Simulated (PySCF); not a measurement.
PySCF input file for C₂H₄F, SMILES C[CH]F, multiplicity 2, PBE-D3(BJ)/def2-TZVP. Geometry optimised at PBE-D3(BJ)/def2-TZVP. The isomer is the one that the SMILES or the coordinates give; other isomers of the formula were not compared.

```python
import numpy as np
from pyscf import gto, scf, dft, df
from pyscf.hessian import thermo

mol = gto.M(
    atom='''
    C    -1.15450214    0.16902325   -0.30629878
    C     0.30282778    0.37951678   -0.22062833
    F     0.99615859   -0.55468081    0.48497190
    H    -1.60124140    0.92840329   -0.96276285
    H    -1.65123753    0.24195914    0.68264441
    H    -1.39116895   -0.82720259   -0.71318880
    H     0.78826662    1.35772725   -0.20987711
    ''',
    basis='def2-TZVP',
    charge=0,
    spin=1,
    max_memory=1600,
    verbose=3,
)
mf = dft.UKS(mol, xc='pbe').density_fit(auxbasis='def2-universal-jkfit')
mf.disp = 'd3bj'
mf.grids.level = 3
mf.conv_tol = 1e-11
mf.max_cycle = 100
mf.kernel()
fine, coarse = mf.grids, dft.Grids(mol).set(level=1).build(with_non0tab=True)
for _ in range(3):  # follow internal instabilities
    mf.grids = coarse
    mo, _, stable, _ = mf.stability(return_status=True, nroots=4)
    mf.grids = fine
    if stable:
        break
    mf.kernel(mf.make_rdm1(mo, mf.mo_occ))

# [left out here: the lines that compute and print the analytic Hessian (its translational invariance restored by hand, since the grid's response is missing), thermochemistry and intensities]
```

Output:

```

WARN: HOMO -0.168268668404902 >= LUMO -0.168268668404899

converged SCF energy = -178.267338954078  <S^2> = 0.75310037  2S+1 = 2.003098
<class 'pyscf.df.df_jk.DFUKS'> wavefunction is stable in the internal stability analysis

WARN: DFTD3 does not support analytical Hessian, using finite difference


WARN: Mole.unit (angstrom) is changed to Bohr

Mode                                 0                   1                   2
Irrep
Freq [cm^-1]                      186.3614            394.9127            507.0229
Reduced mass [au]                   1.1708              2.6298              1.3501
Force const [Dyne/A]                0.0240              0.2416              0.2045
Char temp [K]                     268.1326            568.1915            729.4931
Normal mode                   x     y     z       x     y     z       x     y     z
       0   C                -0.00 -0.00 -0.01    0.09 -0.05  0.05   -0.04  0.02 -0.02
       1   C                -0.01  0.05  0.07    0.07  0.07 -0.09    0.01 -0.08 -0.10
       2   F                 0.01 -0.03 -0.05   -0.12 -0.00 -0.00    0.05  0.01  0.03
       3   H                 0.07 -0.32 -0.43   -0.16 -0.16  0.10    0.04  0.12  0.04
       4   H                -0.16  0.46 -0.11    0.28 -0.10  0.14    0.09  0.14  0.04
       5   H                 0.10 -0.20  0.43    0.21 -0.11  0.15   -0.27  0.07  0.01
       6   H                -0.06  0.07  0.25   -0.01  0.12  0.26   -0.36  0.12  0.67
Mode                                 3                   4                   5
Irrep
Freq [cm^-1]                      888.8638            975.6356           1105.4483
Reduced mass [au]                   2.0459              1.3910              2.3715
Force const [Dyne/A]                0.9523              0.7801              1.7075
Char temp [K]                    1278.8772           1403.7225           1590.4940
Normal mode                   x     y     z       x     y     z       x     y     z
       0   C                 0.13 -0.06  0.05   -0.02  0.04  0.12   -0.09 -0.11  0.03
       1   C                -0.04 -0.06  0.04    0.03 -0.04 -0.08    0.13  0.11 -0.03
       2   F                -0.06  0.06 -0.05   -0.01  0.01  0.00   -0.01 -0.02  0.01
       3   H                 0.55  0.17  0.02    0.18 -0.10 -0.20    0.17  0.06  0.03
       4   H                -0.04  0.16 -0.04   -0.55 -0.19 -0.15   -0.23  0.18 -0.07
       5   H                -0.17  0.07 -0.09    0.42  0.06 -0.21   -0.41  0.05 -0.15
       6   H                -0.20  0.02 -0.06    0.03 -0.03  0.13    0.20  0.09 -0.03
Mode                                 6                   7                   8
Irrep
Freq [cm^-1]                     1153.7399           1312.0226           1362.6836
Reduced mass [au]                   2.8490              1.2693              1.4611
Force const [Dyne/A]                2.2344              1.2873              1.5986
Char temp [K]                    1659.9748           1887.7084           1960.5983
Normal mode                   x     y     z       x     y     z       x     y     z
       0   C                -0.05  0.01 -0.02    0.03  0.04 -0.00    0.14 -0.01  0.01
       1   C                 0.11 -0.12  0.09    0.11 -0.04  0.04   -0.09  0.02 -0.04
       2   F                -0.04  0.09 -0.06   -0.02 -0.01 -0.01    0.01 -0.00  0.01
       3   H                -0.18 -0.06  0.00   -0.31 -0.14  0.02   -0.36 -0.13  0.20
       4   H                -0.00 -0.07  0.01   -0.27 -0.17 -0.13   -0.38  0.06 -0.23
       5   H                -0.08 -0.03  0.06   -0.24  0.05  0.11   -0.35  0.10  0.02
       6   H                 0.37 -0.25  0.23   -0.54  0.30 -0.28    0.27 -0.18  0.18
Mode                                 9                  10                  11
Irrep
Freq [cm^-1]                     1402.2964           1427.2027           2889.8911
Reduced mass [au]                   1.0531              1.0480              1.0574
Force const [Dyne/A]                1.2201              1.2578              5.2031
Char temp [K]                    2017.5923           2053.4269           4157.9099
Normal mode                   x     y     z       x     y     z       x     y     z
       0   C                 0.02  0.03  0.05   -0.00  0.03 -0.02   -0.04  0.00  0.05
       1   C                -0.02  0.01  0.01   -0.01  0.03 -0.02   -0.00 -0.00  0.00
       2   F                 0.00 -0.00  0.00    0.00 -0.00  0.01   -0.00  0.00 -0.00
       3   H                 0.01 -0.47 -0.52    0.35  0.12 -0.14    0.06 -0.12  0.12
       4   H                 0.29 -0.19  0.17   -0.08 -0.62  0.00    0.40 -0.07 -0.84
       5   H                -0.35  0.26 -0.35   -0.29 -0.14  0.53    0.03  0.17  0.09
       6   H                 0.04 -0.02  0.02    0.12 -0.03  0.06   -0.00 -0.01 -0.00
Mode                                12                  13                  14
Irrep
Freq [cm^-1]                     2983.9024           3050.3434           3107.0940
Reduced mass [au]                   1.0763              1.0960              1.0901
Force const [Dyne/A]                5.6459              6.0085              6.2007
Char temp [K]                    4293.1712           4388.7650           4470.4165
Normal mode                   x     y     z       x     y     z       x     y     z
       0   C                 0.02  0.05  0.06   -0.02  0.07 -0.04    0.01 -0.01  0.00
       1   C                -0.00 -0.00  0.00   -0.00 -0.01 -0.00   -0.04 -0.07  0.00
       2   F                 0.00 -0.00 -0.00    0.00 -0.00  0.00    0.00 -0.00 -0.00
       3   H                -0.14  0.25 -0.20    0.35 -0.60  0.52   -0.05  0.08 -0.07
       4   H                 0.10 -0.00 -0.19   -0.04  0.03  0.07    0.01 -0.00 -0.01
       5   H                -0.18 -0.79 -0.31   -0.08 -0.31 -0.14    0.01  0.06  0.02
       6   H                 0.01  0.01  0.01    0.06  0.12  0.00    0.43  0.84 -0.00
temperature 298.1500 [K]
pressure 101325.00 [Pa]
Rotational constants [GHz] 47.00007 9.40405 8.28363
Symmetry number 1
Zero-point energy (ZPE) 0.05182 [Eh]   136059.792 [J/mol]
                           tot       elec      trans        rot        vib
Entropy [J/mol/K]       272.695      5.763    156.778     92.050     18.104
Cv [J/mol/K]             52.019      0.000     12.472     12.472     27.075
Cp [J/mol/K]             60.333      0.000     20.786     12.472     27.075
Internal energy [J/mol]                      3718.434   3718.434 139447.785
Internal energy [Eh]   -178.21139  -178.26734
Enthalpy [J/mol]                             6197.391   3718.434 139447.785
Enthalpy [Eh]          -178.21045
Gibbs free energy [J/mol]                  -40545.841 -23726.195 134049.985
Gibbs free energy [Eh] -178.24142
mode   freq/cm-1   IR/(km/mol)
   1      186.36         0.729
   2      394.91         4.979
   3      507.02        30.108
   4      888.86        14.568
   5      975.64         1.576
   6     1105.45         8.591
   7     1153.74       100.981
   8     1312.02        15.824
   9     1362.68        35.618
  10     1402.30         9.490
  11     1427.20         2.587
  12     2889.89        29.035
  13     2983.90        11.300
  14     3050.34         6.728
  15     3107.09        22.303
max |gradient| / (hartree/bohr): 0.00010534130022426023
APT charges: [ 0.0106  0.4356 -0.4693  0.0227 -0.02    0.0078  0.0126]
```

The run converged.
